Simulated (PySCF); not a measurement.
# Computed records: BH4Si

Calculation on a computer-drawn molecule: vertical ionisation energy to the stated ion spin, frozen-core CCSD(T) at the basis limit and cheaper methods, single-reference cases, UHF for radicals, no spin-orbit; all values are single points at the evaluated structure, the first of each entry, which is the reference or a displaced copy of it and isn't optimised; the reference structure only sets the zero of the energies above reference; triples share is (T) over the correlation energy. Program: PySCF 2.14.0.

Common to all runs: charge 1; multiplicity 1; ion multiplicity 2; diffuse functions no; basis cc-pV(n+d)Z; reference is the Hartree-Fock double-zeta minimum; best is HF at quadruple zeta + MP2 correlation extrapolated from triple and quadruple zeta + CCSD(T) minus MP2 at triple zeta; basis step is the size of the change from the same recipe one zeta lower.

(1) BH4Si

Evaluated structure:
```xyz
6
BH4Si
B     -1.6183    -2.1037    -1.7285
Si    -1.7728    -0.1613    -1.1142
H     -2.5773    -2.6659    -2.0827
H     -0.5239    -2.6019    -1.6698
H     -2.0770     0.1918     0.2561
H     -1.6399     0.9503    -2.0123
```

Reference structure:
```xyz
6
BH4Si
B     -1.6094    -2.0972    -1.7185
Si    -1.7794    -0.1666    -1.1020
H     -2.5928    -2.6523    -2.0927
H     -0.5326    -2.6014    -1.6823
H     -2.0685     0.1946     0.2902
H     -1.6218     0.9710    -2.0147
```

It finds ionisation energy best 17.99 eV; ionisation energy basis step 0.03472 eV; energy above reference best 0.7413 kcal/mol; energy above reference basis step 0.05675 kcal/mol; ionisation energy Koopmans at triple zeta 18.11 eV; ionisation energy EOM CCSD at triple zeta 17.95 eV; total energy HF triple zeta -315.6285 hartree; total energy CCSD(T) triple zeta -315.8635 hartree; total energy best -315.8912 hartree; T1 diagnostic at triple zeta 0.01164; D1 diagnostic at triple zeta 0.02273; ion T1 diagnostic at triple zeta 0.01748; ion D1 diagnostic at triple zeta 0.04609; ion spin squared at triple zeta 0.7682; triples share at triple zeta 0.02556; basis functions triple zeta 125.

Drawn bonds:
```csv
atom,other atom,order
1,2,1
1,3,1
1,4,1
2,5,1
2,6,1
```

Triple zeta:
```csv
method,ionisation energy (eV),energy above reference (kcal/mol)
HF,17.05,0.4532
PBE,17.58,1.218
r2SCAN,17.66,0.9301
B3LYP,17.76,0.799
wB97X,17.8,0.762
MP2,17.87,0.5928
CCSD,17.87,0.6982
CCSD(T),17.89,0.7449
```

(2) BH4Si

Evaluated structure:
```xyz
6
BH4Si
B     -1.6183    -2.1037    -1.7285
Si    -1.7728    -0.1613    -1.1142
H     -2.5773    -2.6659    -2.0827
H     -0.5239    -2.6019    -1.6698
H     -2.1207     0.2425     0.4530
H     -1.6399     0.9503    -2.0123
```

Reference structure:
```xyz
6
BH4Si
B     -1.6094    -2.0972    -1.7185
Si    -1.7794    -0.1666    -1.1020
H     -2.5928    -2.6523    -2.0927
H     -0.5326    -2.6014    -1.6823
H     -2.0685     0.1946     0.2902
H     -1.6218     0.9710    -2.0147
```

The calculation gives: ionisation energy best 17.87 eV; ionisation energy basis step 0.0333 eV; energy above reference best 6.367 kcal/mol; energy above reference basis step 0.02136 kcal/mol; ionisation energy Koopmans at triple zeta 17.99 eV; ionisation energy EOM CCSD at triple zeta 17.82 eV; total energy HF triple zeta -315.6177 hartree; total energy CCSD(T) triple zeta -315.8547 hartree; total energy best -315.8822 hartree; T1 diagnostic at triple zeta 0.01237; D1 diagnostic at triple zeta 0.0227; ion T1 diagnostic at triple zeta 0.02066; ion D1 diagnostic at triple zeta 0.04827; ion spin squared at triple zeta 0.7852; triples share at triple zeta 0.02661; basis functions triple zeta 125.

Drawn bonds:
```csv
atom,other atom,order
1,2,1
1,3,1
1,4,1
2,5,1
2,6,1
```

Triple zeta:
```csv
method,ionisation energy (eV),energy above reference (kcal/mol)
HF,16.94,7.273
PBE,17.43,5.164
r2SCAN,17.51,5.996
B3LYP,17.62,6.108
wB97X,17.68,6.539
MP2,17.77,6.866
CCSD,17.75,6.422
CCSD(T),17.77,6.28
```

(3) BH4Si

Evaluated structure:
```xyz
6
BH4Si
B     -1.5985    -2.1911    -1.6685
Si    -1.8220    -0.1206    -1.0970
H     -2.8289    -2.7501    -2.1353
H     -0.5833    -2.6088    -1.6919
H     -2.1005     0.1890     0.2840
H     -1.6404     0.9615    -2.0888
```

Reference structure:
```xyz
6
BH4Si
B     -1.6094    -2.0972    -1.7185
Si    -1.7794    -0.1666    -1.1020
H     -2.5928    -2.6523    -2.0927
H     -0.5326    -2.6014    -1.6823
H     -2.0685     0.1946     0.2902
H     -1.6218     0.9710    -2.0147
```

The calculation gives: ionisation energy best 17.18 eV; ionisation energy basis step 0.03146 eV; energy above reference best 17.93 kcal/mol; energy above reference basis step 0.01814 kcal/mol; ionisation energy Koopmans at triple zeta 17.18 eV; ionisation energy EOM CCSD at triple zeta 17.13 eV; total energy HF triple zeta -315.5997 hartree; total energy CCSD(T) triple zeta -315.8364 hartree; total energy best -315.8638 hartree; T1 diagnostic at triple zeta 0.01194; D1 diagnostic at triple zeta 0.02405; ion T1 diagnostic at triple zeta 0.02524; ion D1 diagnostic at triple zeta 0.07845; ion spin squared at triple zeta 0.7918; triples share at triple zeta 0.02683; basis functions triple zeta 125.

Drawn bonds:
```csv
atom,other atom,order
1,2,1
1,3,1
1,4,1
2,5,1
2,6,1
```

Triple zeta:
```csv
method,ionisation energy (eV),energy above reference (kcal/mol)
HF,16.14,18.55
PBE,16.83,17.22
r2SCAN,16.86,18.23
B3LYP,16.97,18.01
wB97X,17,18.46
MP2,17.05,18.52
CCSD,17.05,17.92
CCSD(T),17.08,17.75
```

(4) BH4Si

Evaluated structure:
```xyz
6
BH4Si
B     -1.5522    -1.9760    -1.7000
Si    -1.7994    -0.1704    -1.1392
H     -2.5812    -2.7796    -1.9760
H     -0.5084    -2.5782    -1.6851
H     -2.1156     0.3006     0.3462
H     -1.5963     0.9975    -2.0759
```

Reference structure:
```xyz
6
BH4Si
B     -1.6094    -2.0972    -1.7185
Si    -1.7794    -0.1666    -1.1020
H     -2.5928    -2.6523    -2.0927
H     -0.5326    -2.6014    -1.6823
H     -2.0685     0.1946     0.2902
H     -1.6218     0.9710    -2.0147
```

It finds ionisation energy best 18.18 eV; ionisation energy basis step 0.01636 eV; energy above reference best 10.71 kcal/mol; energy above reference basis step 0.3589 kcal/mol; ionisation energy Koopmans at triple zeta 18.42 eV; ionisation energy EOM CCSD at triple zeta 18.16 eV; total energy HF triple zeta -315.6072 hartree; total energy CCSD(T) triple zeta -315.8475 hartree; total energy best -315.8753 hartree; T1 diagnostic at triple zeta 0.01456; D1 diagnostic at triple zeta 0.03115; ion T1 diagnostic at triple zeta 0.03727; ion D1 diagnostic at triple zeta 0.139; ion spin squared at triple zeta 0.7749; triples share at triple zeta 0.02794; basis functions triple zeta 125.

Drawn bonds:
```csv
atom,other atom,order
1,2,1
1,3,1
1,4,1
2,5,1
2,6,1
```

Triple zeta:
```csv
method,ionisation energy (eV),energy above reference (kcal/mol)
HF,17.09,13.85
PBE,17.78,7.225
r2SCAN,17.85,8.762
B3LYP,17.97,9.874
wB97X,18.07,10.48
MP2,18.06,11.92
CCSD,18.07,11.18
CCSD(T),18.09,10.78
```

(5) BH4Si

Evaluated structure:
```xyz
6
BH4Si
B     -1.6099    -2.0980    -1.7170
Si    -1.7828    -0.0801    -1.0774
H     -2.5888    -2.6536    -2.0970
H     -0.5336    -2.6011    -1.6843
H     -2.0785     0.2715     0.3178
H     -1.6279     1.0521    -1.9828
```

Reference structure:
```xyz
6
BH4Si
B     -1.6094    -2.0972    -1.7185
Si    -1.7794    -0.1666    -1.1020
H     -2.5928    -2.6523    -2.0927
H     -0.5326    -2.6014    -1.6823
H     -2.0685     0.1946     0.2902
H     -1.6218     0.9710    -2.0147
```

The calculation gives: ionisation energy best 17.8 eV; ionisation energy basis step 0.03583 eV; energy above reference best 1.659 kcal/mol; energy above reference basis step 0.1062 kcal/mol; ionisation energy Koopmans at triple zeta 17.88 eV; ionisation energy EOM CCSD at triple zeta 17.76 eV; total energy HF triple zeta -315.6276 hartree; total energy CCSD(T) triple zeta -315.8623 hartree; total energy best -315.8897 hartree; T1 diagnostic at triple zeta 0.01136; D1 diagnostic at triple zeta 0.0213; ion T1 diagnostic at triple zeta 0.01736; ion D1 diagnostic at triple zeta 0.04821; ion spin squared at triple zeta 0.767; triples share at triple zeta 0.02577; basis functions triple zeta 125.

Drawn bonds:
```csv
atom,other atom,order
1,2,1
1,3,1
1,4,1
2,5,1
2,6,1
```

Triple zeta:
```csv
method,ionisation energy (eV),energy above reference (kcal/mol)
HF,16.84,1.023
PBE,17.41,1.906
r2SCAN,17.49,2.047
B3LYP,17.59,1.738
wB97X,17.61,1.821
MP2,17.67,1.552
CCSD,17.68,1.484
CCSD(T),17.7,1.504
```
